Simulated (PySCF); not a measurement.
PySCF input:

```python
from pyscf import gto, scf, dft

mol = gto.M(
    atom='''
    N    -0.00000000   -0.00000000   -1.25788698
    C    -0.00000000   -0.00000000   -0.07148933
    O     0.00000000    0.00000000    1.15426811
    ''',
    basis='def2-tzvpd',
    charge=-1,
    spin=0,
    verbose=4,
)

mf = dft.RKS(mol, xc='tpss').density_fit(auxbasis='def2-universal-jkfit')
mf.grids.level = 3
mf.conv_tol = 1e-9
mf.max_cycle = 100
mf.max_memory = 1500
mf.kernel()
if not mf.converged:
    mf = mf.newton()
    mf.kernel(mf.make_rdm1())
mf.analyze()
```

Question: Predict the final energy.

Answer: -168.22315 Eh (TPSS/def2-TZVPD).

It need not be the lowest isomer of its formula. Whether it binds its extra electron was not tested at this geometry.
